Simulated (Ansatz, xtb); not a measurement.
Relative energy of two structures of AsHPSi−

Structure a: a singlet given by its coordinates. Structure b: a singlet given by its coordinates. Both are isolated ions in the gas phase, relaxed with B3LYP-D3(BJ)/def2-SVPD.

a (Å):

```yaml
atoms:
  - { symbol: As, position_ang: [-2.3807, -1.4028, -2.1287] }
  - { symbol: P, position_ang: [-0.6396, 0.2416, -2.0080] }
  - { symbol: Si, position_ang: [-1.0711, -1.3526, -0.3145] }
  - { symbol: H, position_ang: [0.4331, -0.4519, -2.6906] }
```

Close contacts (Å): As1–P2 2.40, As1–Si3 2.24, P2–Si3 2.37, P2–H4 1.45.

b (Å):

```yaml
atoms:
  - { symbol: As, position_ang: [0.1095, -1.0619, -1.5966] }
  - { symbol: P, position_ang: [-1.5829, -0.6668, -3.2425] }
  - { symbol: Si, position_ang: [-2.3239, -1.5329, -1.4449] }
  - { symbol: H, position_ang: [0.1068, 0.3226, -0.8856] }
```

Close contacts (Å): As1–P2 2.39, As1–Si3 2.48, P2–Si3 2.13, As1–H4 1.56.

Quicker runs give these differences E(b) − E(a): GFN2-xTB −0.062 eV; HF/STO-3G +0.571 eV (at GFN2-xTB geometries); r2SCAN-D4/def2-SVPD +0.066 eV (at GFN2-xTB geometries).

Task: Estimate E(b) − E(a) at the level CCSD(T)/def2-SVPD + ΔMP2/def2-TZVPPD.

Result: Calculated at CCSD(T)/def2-SVPD + ΔMP2/def2-TZVPPD: E(b) − E(a) = +0.095 eV, so structure a lies lower.

How the difference moves with the method:

```csv
level,geometry,E(b) − E(a) (eV),departure from the last row (eV),"job, with rough time for the two"
GFN2-xTB,GFN2-xTB,−0.062,−0.157,"optimisation, 0.83 s"
HF/STO-3G,GFN2-xTB,+0.571,+0.475,"single point, 2.7 s"
r2SCAN-D4/def2-SVPD,GFN2-xTB,+0.066,−0.029,"single point, 12 s"
B3LYP-D3(BJ)/def2-SVPD,B3LYP-D3(BJ)/def2-SVPD,+0.080,−0.015,"optimisation, 84 s"
HF/def2-SVPD,B3LYP-D3(BJ)/def2-SVPD,+0.091,−0.005,part of the CCSD(T) run
MP2/def2-SVPD,B3LYP-D3(BJ)/def2-SVPD,+0.067,−0.028,part of the CCSD(T) run
CCSD(T)/def2-SVPD,B3LYP-D3(BJ)/def2-SVPD,+0.066,−0.030,single point
CCSD(T)/def2-SVPD + ΔMP2/def2-TZVPPD,B3LYP-D3(BJ)/def2-SVPD,+0.095,,"single point, 89 s"
```

GFN2-xTB puts the two in the other order. The largest departure from CCSD(T)/def2-SVPD + ΔMP2/def2-TZVPPD is that of HF/STO-3G, 0.475 eV. The last row adds to CCSD(T) the change of the MP2 difference between the two basis sets, here +0.030 eV.

With harmonic frequencies from B3LYP-D3(BJ)/def2-SVPD (ideal gas, rigid rotor, one conformer each, 298.15 K, 1 atm): on the last row, ΔE + ΔZPE = +0.078, ΔH = +0.079, ΔG = +0.076 eV.

The T1 diagnostic of structure a is large, so the coupled-cluster value is less sure. The correlated steps freeze 19 core orbitals; the filled d shell of As is correlated, in a basis made for valence electrons. Programs: Ansatz 0.2.0, xtb 6.7.1; the last row on 1 thread of AMD EPYC (Zen 3) on a shared host.
